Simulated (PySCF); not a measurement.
[Ti(NH2)4]-: what the settings change

[Ti(NH2)4]-: Ti(III) (d1), charge -1. The structure is a PBE0-D3(BJ)/def2-TZVP geometry optimised for multiplicity 2; coordination tetrahedral, point group D2d, metal–donor distances 2.00 Å.

```
13

Ti    0.000    0.000    0.000
N     1.032    1.207    1.207
H     1.488    0.904    2.060
H     1.488    2.060    0.904
N     1.032   -1.207   -1.207
H     1.488   -0.904   -2.060
H     1.488   -2.060   -0.904
N    -1.032   -1.207    1.207
H    -1.488   -2.060    0.904
H    -1.488   -0.904    2.060
N    -1.032    1.207   -1.207
H    -1.488    2.060   -0.904
H    -1.488    0.904   -2.060
```

Method (PySCF 2.14, density fitting): CASSCF(1,5) with orbitals averaged over all microstates of the shell, strongly contracted NEVPT2 on the averaged canonical orbitals; basis x2c-TZVPall on the metal, x2c-SVPall elsewhere; spin-free X2C; IEF-PCM dichloromethane; spin-orbit coupling by state interaction with the mean-field operator over all roots.

Base run: NEVPT2 ground state 2B1 (from 2E), next 2A1 (from 2E) at 6941, then 2E (from 2T2) at 11245 cm⁻¹, 10Dq(NEVPT2) 9586, ζ 117 cm⁻¹, g 1.951 1.983 1.983, μeff(300 K) 1.75 μB.

Question: What happens with the basis x2c-TZVPall on all atoms?

Answer: NEVPT2 ground state 2B1 (from 2E), next 2A1 (from 2E) at 6729, then 2E (from 2T2) at 10591 cm⁻¹, 10Dq(NEVPT2) 8997, ζ 118 cm⁻¹, g 1.948 1.982 1.982, μeff(300 K) 1.75 μB. It took 17 s against 8.5 s on a shared host of the same kind.

NEVPT2 lifts 2A1 (from 2E) from 5692 to 6941 cm⁻¹; on the d shell alone such lifts tend to overshoot. NEVPT2 on the d shell alone tends to put d–d bands too high for such charged or covalently bound ions.
